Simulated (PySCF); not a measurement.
W(S)2(NH2)(SH) (H3NS3W), SMILES [NH2][W](=[S])(=[S])[SH], multiplicity 1.

Geometry optimised at PBE0-D3(BJ)/def2-SVP. The multiplicity is an assumed one; no other spin state was optimised. The structure was generated by enumeration; whether it is a known compound was not checked. The def2 effective core potentials stand for the cores of W; spin–orbit coupling is left out. The values are those of a single conformer.

The numbers are results of TDDFT-M06-2X/def2-SVPD in PySCF, not measurements.

Vertical excitations. The molecule is in vacuum.

Computed UV-visible absorptions:
```tsv
state	energy (eV)	λ (nm)	f	main pairs
S1	2.83	438	0.001	HOMO→LUMO 89 %
S2	3.45	360	0.003	HOMO−1→LUMO 55 %, HOMO→LUMO+1 28 %
S3	3.88	320	0.004	HOMO−2→LUMO 41 %, HOMO−3→LUMO 13 %, HOMO−1→LUMO 11 %, HOMO→LUMO+2 11 %
S4	3.93	316	0.022	HOMO−1→LUMO+1 73 %
S5	4.07	305	0.032	HOMO→LUMO+1 47 %, HOMO−3→LUMO 22 %, HOMO−1→LUMO 16 %
S6	4.17	297	0.002	HOMO→LUMO+2 65 %, HOMO−4→LUMO 10 %
S7	4.36	284	0.001	HOMO−1→LUMO+2 58 %, HOMO−4→LUMO+1 18 %, HOMO−2→LUMO+1 10 %
S8	4.43	280	0.020	HOMO−2→LUMO 25 %, HOMO−3→LUMO 13 %, HOMO−2→LUMO+1 11 %, HOMO→LUMO+1 11 %
S9	4.56	272	0.010	HOMO−4→LUMO 22 %, HOMO−3→LUMO 17 %, HOMO→LUMO+3 14 %, HOMO−3→LUMO+1 12 %
S10	4.64	267	0.001	HOMO−4→LUMO+1 18 %, HOMO−1→LUMO+2 17 %, HOMO−2→LUMO+1 15 %, HOMO−2→LUMO 11 %
T1	2.66	466	0	HOMO→LUMO 84 %
T2	2.92	425	0	HOMO−1→LUMO 62 %
T3	3.22	385	0	HOMO−4→LUMO 51 %, HOMO−2→LUMO 14 %, HOMO→LUMO+1 12 %
T4	3.29	377	0	HOMO→LUMO+1 67 %
```
Triplets are in the Tamm–Dancoff approximation, which puts them higher than full response would, so one can lie above its singlet here.
